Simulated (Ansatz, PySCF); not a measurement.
Gas-phase reaction (SMILES): Br (HBr) -> Br atom + H atom; the Br-H bond at the site shown breaks (other sites are not compared here).

Structures are relaxed separately at B3LYP-D3(BJ)/def2-TZVP in Ansatz (a quantum-chemistry and plane-wave program). Valence correlation only, unless marked. Open shells are spin-unrestricted. Spin-orbit coupling is left out. The frozen core is the preceding noble-gas configuration, with the filled d and f shells of earlier blocks. No relativistic terms. CBS marks a two-point X^-3 extrapolation of the correlation energy; Hartree-Fock from the larger set (for Q and 5 zeta extrapolated as (X+1)exp(-9√X)). Thermal terms are rigid-rotor harmonic-oscillator values from B3LYP-D3(BJ) frequencies (PySCF) at 298.15 K and 1 atm. 1 Eh = 627.5095 kcal/mol. Atoms have translation alone.

| species | E, CCSD(T)/CBS(cc-pVQZ,cc-pV5Z) (Ansatz) (Eh) | E, wB97X-V/def2-TZVPD (Ansatz) (Eh) | H - E (Eh) |
|---|---|---|---|
| Br (HBr) | -2573.28264 | -2574.52162 | 0.00927 |
| Br atom | -2572.63366 | -2573.87421 | 0.00236 |
| H atom | -0.50000 | -0.50049 | 0.00236 |

Q: Work out ΔE and ΔH at 298.15 K at the first level, then ΔH at the second.

A: 
1. ΔE = [(-2572.63366) + (-0.50000)] - [(-2573.28264)] = 0.14898 Eh = 93.5 kcal/mol at CCSD(T)/CBS(cc-pVQZ,cc-pV5Z).
2. The terms H - E add up to -0.00455 Eh, so ΔH = (0.14898 + (-0.00455))×627.5095 = 90.6 kcal/mol.
3. At wB97X-V/def2-TZVPD the same steps give ΔE = 92.2 and ΔH = 89.3 kcal/mol, a shift of -1.3 from the first level.
4. Tabulated enthalpies of formation (Br (HBr) -8.6 kcal/mol, ATcT 1.112; Br atom 26.7 kcal/mol, ATcT 1.112; H atom 52.1 kcal/mol, ATcT 1.112) give ΔH = 87.4, so the errors are +3.2 and +1.9 kcal/mol; the tables hold anharmonic motion, scalar relativity, spin-orbit effects, which both levels lack, and core correlation, which the frozen-core level lacks.
